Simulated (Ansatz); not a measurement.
C$_{2}$H$_{8}$OSi$_{2}$ (`C[SiH2]C(=O)[SiH3]`). The species carries charge 0 and has multiplicity 1.

Z-matrix (Å, degrees):
```
C
Si 1 1.861
H 1 1.092 2 110.3
H 1 1.092 2 111.2 3 120.6
H 1 1.092 2 110.2 3 -118.9
C 2 1.940 1 109.4 3 59.9
H 2 1.490 1 112.8 3 -59.3
H 2 1.490 1 112.7 3 179.0
Si 6 1.941 2 121.5 1 -179.0
O 6 1.215 2 118.8 1 1.0
H 9 1.483 6 109.9 2 -178.8
H 9 1.488 6 108.5 2 -57.3
H 9 1.488 6 108.4 2 59.9
```

(1) What are the harmonic wavenumbers in cm⁻¹ at PBE0-D4/def2-TZVP (Ansatz, finite differences of forces, unscaled)? (Estimate.)

Answers

(1) Ansatz gave: 40i, 45, 111, 113, 187, 277, 333, 433, 440, 544, 549, 690, 733, 736, 824, 878, 901, 926, 931, 938, 941, 1278, 1444, 1445, 1705, 2203, 2205, 2217, 2225, 2251, 3060, 3148, 3148.
